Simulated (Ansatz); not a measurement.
Reactions of GeH$_{4}$O$_{2}$Si (`[OH][GeH]1[O][SiH2]1`).

Calculated with Ansatz (gas phase, PBE0-D4/def2-TZVP geometries, no zero-point term in ΔE). CBS: MP2 limit from def2 TZ/QZ plus the TZ coupled-cluster correction, frozen cores. This one scheme is used for every species. DFT in def2-TZVPP. Elements past krypton have def2 core potentials. For Ge, Sn outer-core shells are correlated without core-valence functions, which leaves a few kJ/mol of doubt a bond. Scalar relativity is left out up to krypton. One conformer a species, not always the lowest.

| reaction | ωB97X-V (kcal/mol) | HF/CBS(def2) (kcal/mol) |
| --- | --- | --- |
| `[OH][GeH]1[O][SiH2]1` + `CC[CH](F)[AlH2]` → `[F][GeH]1[O][SiH2]1` + `CC[CH](O)[AlH2]` | -4.6 | -4.7 |
| `[OH][GeH]1[O][SiH2]1` + H₂ → `[O]1[SiH2][GeH2]1` + H₂O | 4.3 | 1.4 |
| `[OH][GeH]1[O][SiH2]1` + `[NH2][SnH2][Cl]` → `[NH2][GeH]1[O][SiH2]1` + `[OH][SnH2][Cl]` | 0.9 | 0.7 |
| `[OH][GeH]1[O][SiH2]1` + fluoromethane → `F[CH2][GeH]1[O][SiH2]1` + H₂O | 15.5 | 19.4 |
| `[OH][GeH]1[O][SiH2]1` + CH₄ → `[CH3][GeH]1[O][SiH2]1` + H₂O | 12.2 | 14.1 |
| `[OH][GeH]1[O][SiH2]1` + `CB(N)N` → `[O]1[SiH2][GeH2]1` + `NB(N)CO` | 31.9 | 32.9 |
| `[OH][GeH]1[O][SiH2]1` + `CBCCF` → `F[CH2][GeH]1[O][SiH2]1` + `CBCO` | 31.6 | 33.7 |
| `[OH][GeH]1[O][SiH2]1` + H–F → `[F][GeH]1[O][SiH2]1` + H₂O | -7.0 | -8.7 |
| `[OH][GeH]1[O][SiH2]1` → `O[SiH]1[O][GeH2]1` | -16.8 | -18.0 |
| `[OH][GeH]1[O][SiH2]1` → `[OH][Ge][O][SiH3]` | -35.7 | -44.5 |

(1) Give the CCSD(T)/CBS values in the same order. (Best estimate.)

Largest T1 diagnostic: 0.015, for `[OH][Ge][O][SiH3]`.

Answers

(1) Ansatz gave: -4.8, 3.5, 0.6, 14.1, 10.2, 33.4, 32.3, -5.7, -17.3, -35.9 kcal/mol.
